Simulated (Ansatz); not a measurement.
Cartesian coordinates (Å):
SMILES: F[Si](B)(F)F
```xyz
7

B      1.2115    -0.1189    -0.0460
Si    -0.7750     0.1082     0.0340
F     -1.3621    -0.5985     1.3181
F     -1.2565     1.6094     0.0880
F     -1.4739    -0.5385    -1.2250
H      1.9533     0.8032     0.0181
H      1.6609    -1.2113    -0.1550
```
Charge 0, multiplicity 1.

Calculation: frozen-core CCSD(T)/cc-pVTZ // M06-2X/def2-TZVP in Ansatz (a quantum-chemistry and plane-wave program).

- HF energy = -613.41921 Ha
- MP2 correlation energy = -0.95680 Ha

Task: Estimate the CCSD correlation energy, the (T) correction, the total energy and the T1 diagnostic.

Result: 
| Quantity | Result |
|---|---|
| CCSD correlation energy | -0.97614 Ha |
| (T) correction | -0.02818 Ha |
| CCSD(T) total energy | -614.42353 Ha |
| T1 diagnostic | 0.012 |
